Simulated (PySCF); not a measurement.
C7H9F.
SMILES with atom numbers: `[CH:1]#[C:2][C@@H:3]1[CH2:4][CH2:5][C@H:6]1[CH2:7][F:8]`

Definitions: NICS(0) = −σiso at the ring centroid; NICS(1) = −σiso and NICS(1)zz = −σzz at ±1 Å along the ring normal z. Level: GIAO PBE0/pcSseg-1 (PySCF, non-relativistic, gas phase) on the GFN2-xTB geometry, one conformer.

Ring bond lengths (Å), with Mayer bond orders in brackets: C3–C4 1.546 (1.00), C4–C5 1.535 (1.06), C5–C6 1.539 (1.00), C6–C3 1.548 (0.92).

Question: What do the NICS probes read (ppm)?

Answer: 
| ring | type | NICS(0) | NICS(1), two faces | NICS(1)zz, two faces | rms pucker (Å) | centre to ring atoms, mean (Å) |
| --- | --- | --- | --- | --- | --- | --- |
| C3–C4–C5–C6 | 4-membered carbocycle; formal bonds all single | -0.8 | -1.2 / -0.1 | 3.3 / 5.0 | 0.08 | 1.09 |

Question: What do they say, and how far can they be read as aromaticity?

Answer: 
- C3–C4–C5–C6: mean NICS(1)zz 4.2 ppm, deshielded. C3, C4, C5, C6 have four or more neighbours, so the value isn't read as a sign of a π ring current.

Question: What is the mean of the two in-plane components of NICS at the first NICS(1) probe listed for ring C3–C4–C5–C6, 1 Å off the ring?

Answer: The isotropic value is a third of the trace: (3 × -1.2 − (3.3))/2 = -3.4 ppm.

Question: How shielded are the nuclei of the rings and their hydrogens (means over atoms taken as equivalent)?

Answer: 
```json
{"atoms": "C3", "environment": "propargylic carbon", "σ isotropic (ppm)": "163.2", "principal values of the symmetric part, first atom (ppm)": "147.7, 168.8, 173.0"}
{"atoms": "C4", "environment": "four-membered-ring carbon", "σ isotropic (ppm)": "160.4", "principal values of the symmetric part, first atom (ppm)": "144.8, 154.0, 182.3"}
{"atoms": "C5", "environment": "four-membered-ring carbon", "σ isotropic (ppm)": "161.8", "principal values of the symmetric part, first atom (ppm)": "147.3, 158.0, 180.1"}
{"atoms": "C6", "environment": "four-membered-ring carbon", "σ isotropic (ppm)": "142.9", "principal values of the symmetric part, first atom (ppm)": "127.8, 137.8, 163.2"}
{"atoms": "H on C3", "environment": "methine hydrogen", "σ isotropic (ppm)": "29.42", "principal values of the symmetric part, first atom (ppm)": "25.8, 29.5, 32.9"}
{"atoms": "H on C4", "environment": "methylene hydrogen", "σ isotropic (ppm)": "29.48", "principal values of the symmetric part, first atom (ppm)": "26.1, 26.7, 35.7"}
{"atoms": "H on C4", "environment": "methylene hydrogen", "σ isotropic (ppm)": "29.56", "principal values of the symmetric part, first atom (ppm)": "26.5, 28.2, 34.0"}
{"atoms": "H on C5", "environment": "methylene hydrogen", "σ isotropic (ppm)": "29.95", "principal values of the symmetric part, first atom (ppm)": "26.8, 28.2, 34.8"}
{"atoms": "H on C5", "environment": "methylene hydrogen", "σ isotropic (ppm)": "29.36", "principal values of the symmetric part, first atom (ppm)": "26.0, 26.6, 35.5"}
{"atoms": "H on C6", "environment": "methine hydrogen", "σ isotropic (ppm)": "28.94", "principal values of the symmetric part, first atom (ppm)": "26.6, 28.8, 31.5"}
```

Conformer computed: `[CH:1]#[C:2][C@@H:3]1[CH2:4][CH2:5][C@H:6]1[CH2:7][F:8]`: C5–C6–C7–F8 -76°.
